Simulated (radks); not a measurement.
Results of a calculation; reference values are marked as such.
Tl3+, configuration [Xe] 4f14 5d10.

Code: a radial shooting solver on a logarithmic mesh with Libxc functionals. Model: scalar-relativistic Kohn-Sham, PBE, spin-polarised, spherical densities, point nucleus.

Energy parts (eV):
| part | energy |
|---|---|
| total | -550864.16 |
| kinetic | 620686.60 |
| electron-nucleus | -1371759.34 |
| Hartree | 210481.79 |
| exchange-correlation | -10273.21 |

Orbitals (lengths in bohr, moments of r in powers of bohr; <r^-3> diverges for s and p1/2):
| orbital | occ. | eigenvalue (eV) | <r^4> | <r> | <r^-3> |
|---|---|---|---|---|---|
| 1s | 2 | -85668.42 | 3.751e-07 | 0.01631 | - |
| 2s | 2 | -15276.99 | 0.00005443 | 0.06873 | - |
| 2p | 6 | -13140.89 | 0.00004488 | 0.06235 | 28150 |
| 3s | 2 | -3668.890 | 0.001958 | 0.1775 | - |
| 3p | 6 | -3054.241 | 0.002176 | 0.1793 | 6501 |
| 3d | 10 | -2418.245 | 0.001671 | 0.1624 | 795.2 |
| 4s | 2 | -841.7363 | 0.04312 | 0.3916 | - |
| 4p | 6 | -640.3072 | 0.05789 | 0.4176 | 1587 |
| 4d | 10 | -404.4234 | 0.07860 | 0.4398 | 171.0 |
| 4f | 14 | -143.4193 | 0.1372 | 0.4676 | 34.16 |
| 5s | 2 | -160.3624 | 1.072 | 0.8770 | - |
| 5p | 6 | -105.4601 | 1.946 | 1.006 | 285.3 |
| 5d | 10 | -44.3175 | 7.261 | 1.340 | 19.12 |

The highest occupied level is 5d at -44.318 eV. Summed over all electrons, <r^2> = 37.46 bohr^2, which gives a Langevin (diamagnetic) susceptibility term of -29.7 x 10^-6 cm^3/mol.

Run on one thread of a shared host, so times are rough (Arm Neoverse N1): 0.38 s of CPU time, 0.38 s wall, 14 iterations on 2501 mesh points.
